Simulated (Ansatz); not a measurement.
Program: Ansatz. Geometries: PBE0-D4/def2-TZVP. ΔE: electronic, gas phase. CCSD(T)/CBS adds triple-zeta CCSD(T) − MP2 to the extrapolated MP2 energy (def2 sets, frozen cores). This one scheme is used for every species. DFT in def2-TZVPP. B3LYP here is the variant with VWN-RPA as its local correlation; programs differ in this. One conformer a species, not always the lowest.

Reaction (substitution at a C–Al bond): `C[C](=N)[AlH2]` + `O[SiH2]O` → `CC(=N)O[SiH2]O` + `[AlH3]`

(1) Is it downhill or uphill in electronic energy at CCSD(T)/CBS, and by how much? (Best estimate.)

(2) What do these levels give: PBE0-D4, B3LYP-D4, ωB97M-V, B2PLYP, r2SCAN, B3LYP, HF/def2-TZVPP, MP2/def2-TZVPP, CCSD(T)/def2-TZVPP, HF/def2-QZVPP, MP2/CBS(def2), CCSD/CBS(def2)? (Best estimate.)

Largest T1 diagnostic among the species: 0.013.

Results:

(1) The calculation gave: Downhill: ΔE = -0.09 eV.

(2) The calculation gave: PBE0-D4 -0.21, B3LYP-D4 -0.19, ωB97M-V -0.19, B2PLYP -0.13, r2SCAN -0.22, B3LYP -0.12, HF/def2-TZVPP -0.26, MP2/def2-TZVPP -0.13, CCSD(T)/def2-TZVPP -0.14, HF/def2-QZVPP -0.26, MP2/CBS(def2) -0.07, CCSD/CBS(def2) -0.09 eV.

In def2-TZVPP, CCSD(T) changes the Hartree–Fock value by +0.12 eV (the triples alone add +0.00 eV) and MP2 by +0.14 eV. From PBE to PBE0 (25 % exact exchange), in def2-TZVPP and without D4, ΔE moves by −0.05 eV.
